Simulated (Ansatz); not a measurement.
One change: `[CH3][In]([Cl])[SeH]` becomes `[CH3][In]([SH])[Cl]`.

Ansatz, PBE0-D4/def2-TZVP geometries, multiplicity 1. Each molecule was computed in one conformer, which needn't be the lowest.

Elements past krypton have def2 core potentials. Scalar relativity is left out up to krypton.

| property | `[CH3][In]([Cl])[SeH]` |
| --- | --- |
| LUMO energy (B3LYP/def2-TZVPP) / eV | -1.64 |
| HOMO energy (ωB97M-V/def2-TZVPP) / eV | -9.46 |
| LUMO energy (PBE/def2-TZVPP) / eV | -2.18 |
| HOMO–LUMO gap (ωB97M-V/def2-TZVPP) / eV | 9.68 |
| LUMO energy (PBE0/def2-TZVPP) / eV | -1.34 |
| HOMO energy (PBE0/def2-TZVPP) / eV | -7.32 |

Q: Give the same properties after the change, and the shifts. (Best estimate.)

A: Ansatz gave: 
```csv
property,`[CH3][In]([SH])[Cl]`,shift
LUMO energy (B3LYP/def2-TZVPP) / eV,-1.56,0.08
HOMO energy (ωB97M-V/def2-TZVPP) / eV,-9.85,-0.39
LUMO energy (PBE/def2-TZVPP) / eV,-2.12,0.06
HOMO–LUMO gap (ωB97M-V/def2-TZVPP) / eV,10.12,0.44
LUMO energy (PBE0/def2-TZVPP) / eV,-1.25,0.09
HOMO energy (PBE0/def2-TZVPP) / eV,-7.66,-0.34
```

With PBE0 the HOMO falls by 0.34 eV and the LUMO rises by 0.09 eV, so the gap widens by about 0.43 eV. PBE moves the HOMO by -0.25 eV and ωB97M-V by -0.39 eV.

B3LYP here is the variant with VWN-RPA as its local correlation; programs differ in this.

Spin–orbit coupling is left out; it splits and shifts lone-pair levels of the heavy atoms by tenths of an eV.
